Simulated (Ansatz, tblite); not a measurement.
Cost and result up the ladder for `c1sc(-c2sc(-c3sc(-c4scc5c4OCCO5)c4c3OCCO4)c3c2OCCO3)c2c1OCCO2` (54 atoms). Charge 0, multiplicity 1. Geometry: PBE-D4/def2-SVP.

```xyz
54

C     4.123    1.128   -5.487
S     2.659    0.586   -4.732
C     3.321    0.769   -3.114
C     2.537    0.448   -1.949
S     0.812    0.791   -1.902
C     0.633    0.114   -0.289
C    -0.630    0.034    0.383
S    -0.816   -0.688    1.977
C    -2.545   -0.366    2.014
C    -3.348   -0.754    3.146
S    -2.751   -0.605    4.791
C    -4.213   -1.242    5.472
C    -5.133   -1.540    4.484
C    -4.641   -1.273    3.160
O    -5.364   -1.558    2.039
C    -6.752   -1.726    2.326
C    -6.953   -2.629    3.537
O    -6.379   -2.052    4.712
C    -2.945    0.260    0.835
C    -1.872    0.471   -0.080
O    -2.041    1.072   -1.296
C    -3.279    1.782   -1.382
C    -4.421    0.952   -0.809
O    -4.216    0.683    0.578
C     1.876   -0.320    0.176
C     2.943   -0.146   -0.755
O     4.211   -0.580   -0.499
C     4.426   -0.818    0.892
C     3.278   -1.619    1.496
O     2.049   -0.893    1.405
C     4.636    1.223   -3.193
C     5.091    1.415   -4.543
O     6.353    1.852   -4.836
C     7.004    2.432   -3.704
C     6.798    1.586   -2.454
O     5.414    1.513   -2.111
H     4.206    1.215   -6.575
H    -4.330   -1.375    6.553
H    -7.224   -0.734    2.511
H    -7.211   -2.175    1.423
H    -6.494   -3.626    3.340
H    -8.031   -2.771    3.747
H    -3.446    1.999   -2.455
H    -3.200    2.747   -0.829
H    -4.511   -0.006   -1.372
H    -5.380    1.501   -0.888
H     4.534    0.152    1.431
H     5.378   -1.378    0.975
H     3.180   -2.595    0.968
H     3.453   -1.811    2.573
H     8.080    2.502   -3.959
H     6.613    3.462   -3.527
H     7.202    0.560   -2.620
H     7.317    2.037   -1.586
```

Ansatz on 2 threads of AMD EPYC 7R13 on a shared host and a share (18 GiB) of an NVIDIA H100 80GB HBM3; xTB runs through tblite on one thread. Times are rough, summed over both states, and most runs start from the orbitals of an earlier one. PBE0-D4/def2-SVP serves as the yardstick here, not as an exact answer. The other state is a triplet.

The xTB rows come from tblite. Single mean-field runs in def2-SVP are fitted with def2-universal-jkfit.

xTB has no spin-polarisation term.

```json
{"level": "GFN2-xTB", "functions": "182", "vertical triplet (eV)": "1.79", "difference from PBE0-D4/def2-SVP (eV)": "-0.17"}
{"level": "PBE-D4/def2-SVP (with forces)", "functions": "610", "vertical triplet (eV)": "1.78", "difference from PBE0-D4/def2-SVP (eV)": "-0.18"}
{"level": "PBE0-D4/def2-SVP (with forces)", "functions": "610", "vertical triplet (eV)": "1.96", "difference from PBE0-D4/def2-SVP (eV)": "0.00"}
{"level": "GFN1-xTB", "functions": "200", "vertical triplet (eV)": "1.87", "difference from PBE0-D4/def2-SVP (eV)": "-0.09"}
```

Problem. Estimate how long each takes.

Solution. GFN2-xTB 0.45 s; GFN1-xTB 0.49 s; PBE-D4/def2-SVP (with forces) 29 s; PBE0-D4/def2-SVP (with forces) 33 s. On shared hardware such times vary by a factor of up to 3.
